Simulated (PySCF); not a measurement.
Cl2GaHSe, SMILES [Cl][Ga]([Cl])[SeH]. Coordinates come from a PBE-D3(BJ)/def2-SVP optimisation. The structure was generated by enumeration; whether it is a known compound was not checked. The values are those of a single conformer.

Give the equilibrium geometry at PBE-D3(BJ)/def2-SVP (PySCF confirms it by a frequency run) as a Z-matrix, and its point group. (The exact figures need the calculation; the answer reports its results.)

Several could match; the one computed here: point group Cs.
```
Ga
Cl 1 2.1516
Cl 1 2.1549 2 117.89
Se 1 2.3185 2 120.31 3 180.00
H 4 1.4866 1 90.06 2 180.00
```
Charge 0, spin multiplicity 1.
